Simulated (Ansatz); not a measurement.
`CC[N](CC)[In]([Cl])[Cl]` → `CC(C)(C)[NH][In]([Cl])[Cl]`  (isomerisation)

Program: Ansatz. Geometries: PBE0-D4/def2-TZVP. ΔE: electronic, gas phase. CBS: MP2 limit from def2 TZ/QZ plus the TZ coupled-cluster correction, frozen cores. Functionals use def2-TZVPP. Elements past krypton have def2 core potentials. For In outer-core shells are correlated without core-valence functions, which leaves a few kJ/mol of doubt a bond. Each species was taken in one conformer, which may not be the lowest.

```tsv
level	ΔE (kJ/mol)
r2SCAN-D4	-52.8
r2SCANh	-53.5
HF/def2-SVP	-45.1
CCSD/def2-SVP	-54.5
CCSD(T)/def2-SVP	-55.7
CCSD/def2-TZVPP	-58.9
MP2/CBS(def2)	-60.5
CCSD/CBS(def2)	-56.6
```

Task: What does CCSD(T)/CBS give? (Estimate.)

Result: Ansatz gave: -57.3 kJ/mol. The listed levels differ from it by 4.5, 3.8, 12.2, 2.8, 1.6, -1.6, -3.2, 0.7 kJ/mol.

Largest T1 diagnostic among the species: 0.013.

In def2-TZVPP, CCSD(T) changes the Hartree–Fock value by −7.0 kJ/mol (the triples alone add −0.8 kJ/mol) and MP2 by −10.2 kJ/mol. From PBE to PBE0 (25 % exact exchange), in def2-TZVPP and without D4, ΔE moves by −3.0 kJ/mol.

CCSD(T)/CBS has its own doubt, a few kJ/mol and more with outer-core shells, so smaller differences from it don't rank the levels.
